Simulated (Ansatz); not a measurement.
Species: C3H8BO, charge 0, multiplicity 2. It need not be the lowest isomer of its formula. 
Geometry from a B3LYP-D3(BJ)/def2-TZVP (Ansatz, a first-principles code) optimisation:
SMILES: [CH2]OB(C)C
```xyz
13

B     -0.4122     0.1448    -0.0023
C     -1.4050     1.3324    -0.2456
C     -0.8755    -1.2903     0.4483
O      0.9249     0.4230    -0.2070
C      1.9421    -0.4492    -0.0553
H     -2.1435     1.0623    -1.0087
H     -0.9109     2.2543    -0.5536
H     -1.9865     1.5357     0.6605
H     -0.4142    -1.5777     1.3995
H     -0.5720    -2.0532    -0.2771
H     -1.9566    -1.3594     0.5696
H      1.7495    -1.4660     0.2511
H      2.9266    -0.0615    -0.2579
```
Charge 0, spin multiplicity 2.

Basis-set convergence of Hartree-Fock and CCSD correlation energies (hartree) with Ansatz. Valence correlation only, unless marked. UHF or UKS for open shells. Spin-orbit coupling is left out. Non-relativistic.

| basis | functions | E(HF) | E(corr, CCSD) |
|---|---|---|---|
| cc-pVDZ | 110 | -217.83414 | -0.73196 |
| cc-pVTZ | 262 | [?] | [?] |

Fill in the missing entries.


- cc-pVTZ, E(HF): -217.90122
- cc-pVTZ, E(corr, CCSD): -0.88384
